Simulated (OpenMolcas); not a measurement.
**Rh⁺: effect of the active space**

* Program: OpenMolcas
* Method: CASSCF
* Basis: ANO-RCC-VQZP
* Scalar Hamiltonian: DKH2, point nucleus
* Spin-orbit coupling: state interaction with AMFI integrals over the reference wave functions, term energies averaged over their components

A. 8 electrons in 5 orbitals (4d); 2S+1 = 3 even, 10 roots; 2S+1 = 1 even, 15 roots; cost about 6 core-seconds
B. 8 electrons in 6 orbitals (4d 5s); 2S+1 = 3 even, 55 roots; 2S+1 = 5 even, 10 roots kept (CI in the orbitals of an earlier block); 2S+1 = 1 even, 43 roots kept (CI in the orbitals of an earlier block); cost about 40 core-seconds
C. 8 electrons in 11 orbitals (4d 5s 5d); 2S+1 = 3 even, 10 roots; 2S+1 = 1 even, 14 roots kept (CI in the orbitals of an earlier block); cost about 8 core-minutes

Energies in cm⁻¹ above 4d⁸ ³F₄, the measured ground level; measured values from NIST Handbook of Basic Atomic Spectroscopic Data.

| Level | A | B | C | Measured |
| --- | --- | --- | --- | --- |
| 4d⁸ ³F₄ | 0.0 | 0.0 | 0.0 | 0.0 |
| 4d⁸ ³F₃ | 2392 | 2522 | 2355 | 2401 |
| 4d⁸ ³F₂ | 3759 | 3921 | 3654 | 3581 |
| 4d⁸ ³P₁ | 15102 | 13598 | 13087 | 10515 |
| 4d⁸ ³P₀ | 15397 | 13986 | 13679 | 10761 |
| 4d⁸ ¹G₄ | 18701 | 18520 | 17678 | 14855 |

Deviations, from unrounded energies. A percentage is the sum of absolute deviations over the sum of measured energies, with the sign that they share, or ± where signs differ.

| Against measurement | Levels | A | B | C |
| --- | --- | --- | --- | --- |
| mean absolute deviation (cm-1) | 5 | 2700 | 2100 | 1700 |
| fine structure of the ground term (%) | 2 | ±3.1 | +7.7 | ±2.0 |
| other terms of the ground configuration (%) | 3 | +36.2 | +27.6 | +23.0 |

C lies closest to measurement on these levels and A furthest from it. The largest miss of C in the table is 4d⁸ ³P₀, by +2900 cm-1. The ranking rests on the paired levels alone, and a cruder setting can come out closer through cancelling errors.

The spin-orbit steps hold different terms of 4d⁸ (C lacks ¹S), which shifts levels as well.

Among A to C the level of the table that moves most is 4d⁸ ³P₁, by 2000 cm-1 (lowest in C, highest in A).

Without dynamic correlation excited terms often stand tens of per cent too high (terms of higher spin than the ground term too low), and those without a measured partner can miss by more than the paired ones. Configurations with an s electron lie low at this charge and mix in, so terms can be misplaced (holds for A). Terms from blocks run as CI alone lack orbitals of their own (holds for B; C). Active for correlation alone: 5d; no level in the range computed is led by a configuration that fills it, so any true level of that kind is missing (holds for C). No level of 4d⁷ 5s was computed, though it lies in the active space (holds for C). Computed and measured levels are paired by configuration, term and J; levels that our copy of the source lacks, or whose pairing is in doubt (as where it misses far off the trend of its configuration), stay unpaired and out of the deviations. Only configurations of the active space appear. Levels that lie high or do not pair safely by name in every column are left out.
